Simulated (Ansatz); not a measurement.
Mulliken charges of BrH3NOSi, SMILES `N[Si](O)Br` radical from B3LYP/def2-TZVPP in Ansatz (PBE0-D4/def2-TZVP geometry).

```csv
atom,x (Å),y (Å),z (Å),charge (e)
N1,-0.457,1.090,-0.259,-0.336
Si2,0.156,-0.266,0.562,0.455
O3,1.247,-0.909,-0.486,-0.350
Br4,-1.580,-1.631,1.007,-0.252
H5,0.157,1.676,-0.803,0.149
H6,-1.272,1.577,0.074,0.146
H7,1.810,-1.605,-0.141,0.188
```

Task: By hand: the dipole of these point charges (1 e Å = 4.8032 D).

Result: Σ q r = (0.364, 0.420, 0.124) e Å, of length 0.569 e Å = 2.73 D.

Task: How does the dipole of the full density compare? (Best estimate.)

Result: The calculation gave: (0.291, 0.324, -0.003) e Å, 2.09 D; the point charges give 1.31 times that, at 13° from its direction.

Point charges leave out the atoms' own dipoles, such as those of lone pairs, and Mulliken's split depends on the basis, so the two needn't agree.

B3LYP here is the variant with VWN-RPA as its local correlation; programs differ in this.
